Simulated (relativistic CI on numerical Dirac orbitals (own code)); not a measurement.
Ti+: resonant inelastic scattering at the M2,3 edge

Computed with this model: Dirac-Coulomb-Breit CI, KLI orbitals optimised for each configuration, QED by a radiative potential, valence Slater integrals scaled by 0.9, Kramers-Heisenberg scattering through one core-hole configuration in a parametric crystal field; configurations [Ar] 3d3 → [Ne] 3s2 3p5 3d4; 10 K; core-hole width 0.48 eV; summed over polarisations. Incident energies are the highest absorption maxima for each field (at most a few, so the weaker spin-orbit partner edge can be absent), on the computed scale of the free ion. Intensities are in per cent of the strongest line above 0.02 eV; levels within 1 cm⁻¹ are merged; final levels count from the ground level, the first row holds all elastic scattering, lines under 0.4 are left out and each table stops after 24 rows. The scale of the Slater integrals is a model choice and moves the terms in proportion. The configuration is assumed, with all valence electrons in the open shell; the free ion's ground configuration is another.

Field parameters in Wybourne normalisation: Oh B⁴₀ = 21Dq, B⁴₄ = √(5/14) B⁴₀. The field is a parameter set, without covalency.

S is read from ⟨S²⟩ = S(S + 1).

Oh, 10Dq = 5000 cm⁻¹:

| Final level (eV) | Degeneracy | Irrep | S | 39.2 eV | 42.7 eV | 47 eV |
| --- | --- | --- | --- | --- | --- | --- |
| 0.000 | 4 | Γ8 | 1.50 | 50.3 | 104.4 | 133.8 |
| 0.616 | 2 | Γ7 | 1.50 | 7.5 | 2.8 | 50.6 |
| 0.619 | 4 | Γ8 | 1.50 | 15.3 | 23.5 | 100.0 |
| 0.622 | 4 | Γ8 | 1.50 | 16.8 | 19.5 | 94.7 |
| 0.622 | 2 | Γ6 | 1.50 | 8.9 | 7.8 | 46.6 |
| 1.044 | 2 | Γ7 | 1.50 | 1.5 | 34.1 | 49.1 |
| 1.044 | 4 | Γ8 | 1.50 | 2.8 | 56.2 | 98.5 |
| 1.053 | 4 | Γ8 | 1.50 | 2.2 | 60.9 | 84.0 |
| 1.059 | 2 | Γ6 | 1.50 | 0.9 | 31.2 | 37.3 |
| 1.836 | 2 | Γ6 | 0.50 | 0.0 | 0.4 | 0.0 |
| 2.031 | 2 | Γ6 | 1.50 | 0.9 | 7.4 | 4.3 |
| 2.035 | 4 | Γ8 | 1.49 | 1.6 | 13.0 | 13.0 |
| 2.044 | 6 | Γ7+Γ8 | 1.50 | 2.2 | 19.7 | 27.8 |
| 3.473 | 2 | Γ7 | 0.50 | 0.0 | 0.7 | 0.0 |
| 3.524 | 2 | Γ7 | 0.50 | 0.0 | 0.4 | 0.1 |
| 3.529 | 4 | Γ8 | 0.50 | 0.0 | 1.0 | 0.3 |
| 3.770 | 2 | Γ6 | 0.50 | 0.0 | 0.4 | 0.1 |
| 3.775 | 4 | Γ8 | 0.50 | 0.0 | 0.5 | 0.2 |

Oh, 10Dq = 13900 cm⁻¹:

| Final level (eV) | Degeneracy | Irrep | S | 39.1 eV | 44.3 eV | 48.1 eV |
| --- | --- | --- | --- | --- | --- | --- |
| 0.000 | 4 | Γ8 | 1.50 | 34.9 | 42.5 | 45.0 |
| 1.555 | 4 | Γ8 | 0.50 | 0.1 | 0.5 | 0.1 |
| 1.720 | 2 | Γ7 | 1.50 | 2.8 | 2.9 | 23.1 |
| 1.722 | 4 | Γ8 | 1.50 | 5.1 | 9.5 | 45.6 |
| 1.726 | 6 | Γ6+Γ8 | 1.50 | 6.3 | 16.0 | 63.1 |
| 2.502 | 6 | Γ7+Γ8 | 1.50 | 0.6 | 7.5 | 100.0 |
| 2.505 | 4 | Γ8 | 1.50 | 0.2 | 6.5 | 51.9 |
| 2.506 | 2 | Γ6 | 1.50 | 0.0 | 4.3 | 23.4 |
| 3.896 | 8 |  | 1.50 | 1.6 | 68.9 | 8.5 |
| 3.897 | 4 | Γ8 | 1.49 | 0.7 | 36.0 | 5.1 |

For the first field the strongest loss at the lowest incident energy is the level at 0.62 eV (S = 1.50, against 1.50 in the thermal ground state).
